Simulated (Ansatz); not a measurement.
Ansatz (an electronic-structure program) input (B3LYP/LANL2DZ): The .json file is the Basis Set Exchange's LANL2DZ.

Ansatz 0.2 input:
```yaml
crystal:
  periodic: [false, false, false]
  atoms:
    - {symbol: N, position_ang: [-1.56282700, 0.14996400, 1.16280000]}
    - {symbol: Si, position_ang: [-1.17907000, -0.36180000, -0.44804100]}
    - {symbol: Si, position_ang: [1.13126900, 0.03196900, -0.66411900]}
    - {symbol: N, position_ang: [1.65275600, 0.47055100, 0.92951700]}
    - {symbol: H, position_ang: [-2.49161400, 0.02386000, 1.53559700]}
    - {symbol: H, position_ang: [-1.15065900, 1.00568100, 1.50340200]}
    - {symbol: H, position_ang: [-1.52385500, -1.80188400, -0.55785500]}
    - {symbol: H, position_ang: [-1.93353500, 0.32213000, -1.53898400]}
    - {symbol: H, position_ang: [1.43253600, 1.17177500, -1.56681400]}
    - {symbol: H, position_ang: [1.81312400, -1.15297400, -1.26254800]}
    - {symbol: H, position_ang: [2.60484900, 0.75747200, 1.09898300]}
    - {symbol: H, position_ang: [1.28886800, -0.05202700, 1.71223200]}
basis:
  gaussian:
    orbitals: LANL2DZ.json
hamiltonian:
  xc: {name: B3LYP}
relax: {f_tol: 0.003, max_steps: 120}
```

From the output:

```
relax step   8: F+E_penalty+E_count = -3322.37114276 eV  Δ(F+E_penalty+E_count) = -7.740e-4 eV  max|allowed force component| = 5.911e-2 eV/Å  Δτ_max = 0.1077 Å  (23 SCF iters, accepted)
these checks for a lower state are left out or cut short: starts, cluster_reference, orbital_swaps, neighbouring_geometries, increment
integrals: 0.02 GiB planned
722 factors; integrals over basis functions are off by at most 2.4e-4 eV
mean field: 0.15 GiB planned
mean field -3322.37159058 eV, -122.0949039696 hartree, gradient 1.4e-5 eV, S^2 0.000000; 0 other end points of the search recorded, 0 dependent functions left out
the calculation of the forces begins
reference -3322.37185047 eV, -122.0949135201 hartree; 15, 15 occupied and 35, 35 virtual orbitals, 722 factors
relax step   9: F+E_penalty+E_count = -3322.37159058 eV  Δ(F+E_penalty+E_count) = -4.478e-4 eV  max|allowed force component| = 3.013e-2 eV/Å  Δτ_max = 0.0213 Å  (25 SCF iters, accepted)
these checks for a lower state are left out or cut short: starts, cluster_reference, orbital_swaps, neighbouring_geometries, increment
integrals: 0.02 GiB planned
722 factors; integrals over basis functions are off by at most 2.4e-4 eV
mean field: 0.15 GiB planned
mean field -3322.37175177 eV, -122.0949098933 hartree, gradient 1.4e-5 eV, S^2 0.000000; 0 other end points of the search recorded, 0 dependent functions left out
the calculation of the forces begins
reference -3322.37201138 eV, -122.0949194335 hartree; 15, 15 occupied and 35, 35 virtual orbitals, 722 factors
relax step  10: F+E_penalty+E_count = -3322.37175177 eV  Δ(F+E_penalty+E_count) = -1.612e-4 eV  max|allowed force component| = 9.441e-3 eV/Å  Δτ_max = 0.0107 Å  (25 SCF iters, accepted)
these checks for a lower state are left out or cut short: starts, cluster_reference, orbital_swaps, neighbouring_geometries, increment
integrals: 0.02 GiB planned
722 factors; integrals over basis functions are off by at most 2.4e-4 eV
mean field: 0.15 GiB planned
mean field -3322.37184459 eV, -122.0949133042 hartree, gradient 1.3e-5 eV, S^2 0.000000; 0 other end points of the search recorded, 0 dependent functions left out
the calculation of the forces begins
reference -3322.37210370 eV, -122.0949228263 hartree; 15, 15 occupied and 35, 35 virtual orbitals, 722 factors
relax step  11: F+E_penalty+E_count = -3322.37184459 eV  Δ(F+E_penalty+E_count) = -9.282e-5 eV  max|allowed force component| = 7.992e-3 eV/Å  Δτ_max = 0.0242 Å  (25 SCF iters, accepted)
these checks for a lower state are left out or cut short: starts, cluster_reference, orbital_swaps, neighbouring_geometries, increment
integrals: 0.02 GiB planned
722 factors; integrals over basis functions are off by at most 2.4e-4 eV
mean field: 0.15 GiB planned
mean field -3322.37184323 eV, -122.0949132541 hartree, gradient 2.6e-5 eV, S^2 0.000000; 0 other end points of the search recorded, 0 dependent functions left out
the calculation of the forces begins
reference -3322.37210219 eV, -122.0949227706 hartree; 15, 15 occupied and 35, 35 virtual orbitals, 722 factors
relax step  12: F+E_penalty+E_count = -3322.37184323 eV  Δ(F+E_penalty+E_count) = +1.363e-6 eV  max|allowed force component| = 8.824e-3 eV/Å  Δτ_max = 0.0089 Å  (19 SCF iters, rejected (line search))
these checks for a lower state are left out or cut short: starts, cluster_reference, orbital_swaps, neighbouring_geometries, increment
integrals: 0.02 GiB planned
722 factors; integrals over basis functions are off by at most 2.4e-4 eV
mean field: 0.15 GiB planned
mean field evaluation 96: about -3322.3719 eV, gradient 8.0e-5 eV
mean field -3322.37185442 eV, -122.0949136653 hartree, gradient 8.4e-5 eV, S^2 0.000000; 0 other end points of the search recorded, 0 dependent functions left out
the calculation of the forces begins
reference -3322.37211344 eV, -122.0949231844 hartree; 15, 15 occupied and 35, 35 virtual orbitals, 722 factors
relax step  13: F+E_penalty+E_count = -3322.37185442 eV  Δ(F+E_penalty+E_count) = -9.826e-6 eV  max|allowed force component| = 3.899e-3 eV/Å  Δτ_max = 0.0044 Å  (16 SCF iters, accepted)
these checks for a lower state are left out or cut short: starts, cluster_reference, orbital_swaps, neighbouring_geometries, increment
integrals: 0.02 GiB planned
722 factors; integrals over basis functions are off by at most 2.4e-4 eV
mean field: 0.15 GiB planned
mean field -3322.37185607 eV, -122.0949137260 hartree, gradient 5.8e-5 eV, S^2 0.000000; 0 other end points of the search recorded, 0 dependent functions left out
the calculation of the forces begins
reference -3322.37211507 eV, -122.0949232440 hartree; 15, 15 occupied and 35, 35 virtual orbitals, 722 factors
relax step  14: F+E_penalty+E_count = -3322.37185607 eV  Δ(F+E_penalty+E_count) = -1.653e-6 eV  max|allowed force component| = 2.214e-3 eV/Å  Δτ_max = 0.0031 Å  (16 SCF iters, accepted)
integrals: 0.02 GiB planned
722 factors; integrals over basis functions are off by at most 2.4e-4 eV
mean field: 0.15 GiB planned
mean field -3322.37185607 eV, -122.0949137260 hartree, gradient 5.8e-5 eV, S^2 0.000000; 1 other end points of the search recorded, 0 dependent functions left out
the calculation of the forces begins
reference -3322.37211507 eV, -122.0949232440 hartree; 15, 15 occupied and 35, 35 virtual orbitals, 722 factors
Total energy: -3322.37211507 eV, -122.0949232440 hartree
Atom 0 at    -1.652134     0.327019     1.078550 Å, force     0.001843     0.000340    -0.000494 eV/Å
Atom 1 at    -1.175483    -0.393536    -0.446719 Å, force    -0.001575     0.001134    -0.002214 eV/Å
Atom 2 at     1.127240     0.059236    -0.680421 Å, force     0.000617    -0.001416     0.001702 eV/Å
Atom 3 at     1.739006     0.274036     0.948206 Å, force     0.000073     0.000084     0.000150 eV/Å
Atom 4 at    -2.508820     0.093411     1.564441 Å, force    -0.000441    -0.000402     0.000138 eV/Å
Atom 5 at    -1.143457     1.098537     1.491936 Å, force    -0.000202    -0.000040    -0.000501 eV/Å
Atom 6 at    -1.445240    -1.858131    -0.399298 Å, force     0.000945     0.000193     0.000009 eV/Å
Atom 7 at    -1.913872     0.114426    -1.644151 Å, force    -0.000216    -0.000248     0.000910 eV/Å
Atom 8 at     1.365524     1.307003    -1.459108 Å, force    -0.001134    -0.000227     0.000070 eV/Å
Atom 9 at     1.780948    -1.035586    -1.462161 Å, force    -0.000705     0.000471     0.000480 eV/Å
Atom 10 at     2.625524     0.714496     1.159522 Å, force     0.000618     0.000239     0.000253 eV/Å
Atom 11 at     1.282607    -0.136193     1.753373 Å, force     0.000175    -0.000127    -0.000503 eV/Å
Dipole moment:     0.012974     0.089401     0.301424 e Å
```

The geometry given is a B3LYP-D3(BJ)/def2-TZVP minimum.
